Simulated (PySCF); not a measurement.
How methods differ on the ionisation energy of Co²⁺

Co²⁺ [Ar] 3d7 (4F) → Co³⁺ [Ar] 3d6 (5D), as a difference of total energies. Computed with PySCF 2.14 in aug-cc-pVTZ-DK (8s7p5d3f2g, 93 functions), with scalar relativity by spin-free X2C-1e. Correlated levels: valence: [Ar] frozen. The calculations carry no spin-orbit coupling.

| method | ionisation energy (eV) | plus first-order spin-orbit estimate | difference from reference of that sum (eV) |
| --- | --- | --- | --- |
| UHF | 31.199 | 31.225 | -2.275 |
| LDA | 34.397 | 34.423 | +0.923 |
| PBE | 34.148 | 34.174 | +0.674 |
| PBE0 | 33.697 | 33.723 | +0.223 |
| r2SCAN | 33.766 | 33.792 | +0.292 |
| LC-wPBE | 34.024 | 34.050 | +0.550 |
| r2SCANh | 33.643 | 33.669 | +0.169 |
| B3LYP | 34.060 | 34.086 | +0.586 |
| HSE06 | 33.715 | 33.741 | +0.241 |
| MP2 (valence) | 33.069 | 33.095 | -0.405 |
| SCS-MP2 (valence) | 33.169 | 33.195 | -0.305 |

Reference: 33.5 ± 0.06 eV (semi-empirical (NIST evaluation); NIST Atomic Spectra Database, ionization energies).

A first-order spin-orbit estimate (lowest level to lowest level, LS coupling) adds 0.026 eV.

Errors of the correlated levels include the incompleteness of this basis and the frozen core.
